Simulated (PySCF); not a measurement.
A GIAO shielding run with PySCF (density fitting, non-relativistic, gas phase) on SMILES CC(=S)/C([SiH3])=C\[SiH3], C4H10SSi2:

```
$ OMP_NUM_THREADS=1 python probes_run.py task.json out

{"job": {"kind": "nmr", "xc": "PBE0", "basis": "pcSseg-1"}, "charge": 0, "multiplicity": 1}
C     -1.206568     1.947995     0.190473
C     -0.073077     1.014442     0.446976
S      1.264781     1.560890     1.224088
C     -0.205435    -0.365399     0.049402
Si    -1.945027    -1.108971    -0.135611
C      0.876590    -1.127561    -0.197780
Si     2.700968    -0.630988    -0.201885
H     -2.066058     1.672155     0.802969
H     -1.514686     1.893731    -0.853425
H     -0.917801     2.968062     0.432313
H     -2.608526    -0.524101    -1.304170
H     -1.796874    -2.552136    -0.312292
H     -2.726571    -0.823837     1.070068
H      0.692408    -2.161799    -0.460960
H      3.255226    -0.710170     1.145253
H      3.331840    -1.680366    -1.022000
H      2.931814     0.640082    -0.883328
```

Hardware: 1 thread of an Arm Neoverse V1, shared host. The job also computes population analyses, field gradients.

Problem. How large is the calculation?

Solution. 78 electrons, 190 basis functions and 1055 auxiliary functions.

Problem. How long does it take?

Solution. 31 s of wall time, with 14 SCF cycles and 6 response iterations. Times on a shared host scatter by some tens of per cent.
